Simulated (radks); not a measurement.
Results of a calculation; reference values are marked as such.
Question: These are the eigenvalues of the occupied orbitals of an atom or ion with whole-number occupations (hartree). Level of theory: non-relativistic Kohn-Sham, PBE, spin-polarised, spherical densities, point nucleus (a radial shooting solver on a logarithmic mesh with Libxc functionals).

orbital  eigenvalue
1s up     -1732.953
1s down   -1732.952
2s up     -278.4150
2s down   -278.3888
2p up     -265.0187
2p down   -264.9996
3s up     -63.67645
3s down   -63.54367
3p up     -57.71516
3p down   -57.59241
3d up     -46.61296
3d down   -46.51506
4s up     -14.80789
4s down   -14.53257
4p up     -12.46578
4p down   -12.19243
4d up      -8.28542
4d down    -8.01670
5s up      -3.77914
5s down    -3.69113
4f up      -3.12353
5p up      -3.06418
5p down    -2.99393

Which element is it, and in what charge state? The configuration may be excited. Open shells, if any, are filled with parallel spins first.

Answer: Z = 64, gadolinium, charge +5: Gd5+ in [Kr] 4d9 4f6 5s2 5p6. The list shows which subshells hold electrons but not how many an open one holds; the 1s level, -1733 hartree, gives Z - s = 58.9 by -(Z - s)^2/2, which with screening narrows Z to a few neighbours, and the depths of the outer levels then fix element, charge and occupations together.
